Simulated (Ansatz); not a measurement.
This geometry of AsBH₃ (5 atoms, charge 0, multiplicity 2) is a first-order saddle point.

Computed with UKS PBE0-D4/def2-SVP (Ansatz).

```xyz
5
Properties=species:S:1:pos:R:3
B -0.088 -0.457 0.237
As 1.050 1.165 0.272
H -1.148 -0.469 0.822
H 0.215 -1.398 -0.462
H -0.029 1.159 -0.869
```

(1) Which two structures does it join? (They come from a converged band through this point; their orientation in space is the band's.)

(2) How far does it lie above each of them?

Results:

(1) No bond is made or broken.

Image 0:

```xyz
5
Properties=species:S:1:pos:R:3
B -0.103 -0.638 0.100
As 1.053 0.989 -0.018
H -1.242 -0.559 0.496
H 0.372 -1.722 -0.144
H -0.080 1.929 -0.433
```

Image 6:

```xyz
5
Properties=species:S:1:pos:R:3
B -0.088 -0.382 0.164
As 1.085 1.160 0.410
H -1.171 -0.407 0.703
H 0.248 -1.282 -0.571
H -0.073 0.910 -0.706
```

(2) 2.2 kcal/mol above the first and 0.6 kcal/mol above the second. This is the barrier of this one path; another mechanism may lie lower.

Time of the run: 2.4 min on 1 thread of AMD EPYC 7R43 64-Core Processor (Zen 3) (shared host), peak memory 0.16 GiB.
